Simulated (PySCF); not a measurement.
HO₄S, SMILES O=S([O])(=O)O (connectivity only; charge and spin as stated), charge -1, multiplicity 1.

Geometry: r2SCAN-D4/def2-SVPD. The multiplicity is an assumed one; other spin states were not compared. The isomer is the one that the SMILES or the coordinates give; other isomers of the formula were not compared. The values are those of a single conformer.

Computed with PySCF with ωB97X/def2-SVPD.

Symmetry labels are those of the subgroup Cs that the program uses (full group Cs).

Computed valence orbital energies around the gap with their symmetry:
| orbital | symmetry | energy (eV) |
|---|---|---|
| HOMO−7 | A' | -10.04 |
| HOMO−6 | A" | -8.24 |
| HOMO−5 | A' | -7.49 |
| HOMO−4 | A" | -7.39 |
| HOMO−3 | A' | -7.19 |
| HOMO−2 | A' | -6.27 |
| HOMO−1 | A" | -5.84 |
| HOMO | A" | -5.22 |
| LUMO | A' | 5.71 |
| LUMO+1 | A' | 6.52 |
| LUMO+2 | A' | 6.70 |
| LUMO+3 | A" | 6.72 |
